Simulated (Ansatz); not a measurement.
CdMe(SiH3) (CH6CdSi). The state is a singlet with charge 0. Geometry r2SCAN-D4/def2-TZVP; atoms count from 1.

```xyz
9

Cd   -0.1760   -0.0832    0.1223
C    -1.8966   -0.7853    1.1559
H    -2.7154   -0.0700    1.0539
H    -1.6803   -0.9162    2.2182
H    -2.2209   -1.7444    0.7469
Si    1.8355    0.7558   -1.1123
H     3.0313   -0.1154   -0.9279
H     2.2341    2.1248   -0.6759
H     1.5884    0.8339   -2.5811
```

In the def2 sets Cd takes a core potential; there is no spin–orbit coupling.

Q: Estimate the Mulliken populations from the PBE0/def2-TZVP orbitals of Ansatz.

A: 
| atom | charge (e) | d electrons |
| --- | --- | --- |
| Cd1 | 0.55 | 9.93 |
| C2 | -0.73 | – |
| H3 | 0.13 | – |
| H4 | 0.13 | – |
| H5 | 0.13 | – |
| Si6 | -0.15 | – |
| H7 | -0.02 | – |
| H8 | -0.02 | – |
| H9 | -0.02 | – |
Mulliken values depend strongly on the basis.

Q: And the Mayer bond orders between heavy atoms (over 0.3)?

A: Cd1–C2 0.79 (2.13 Å); Cd1–Si6 0.82 (2.50 Å).
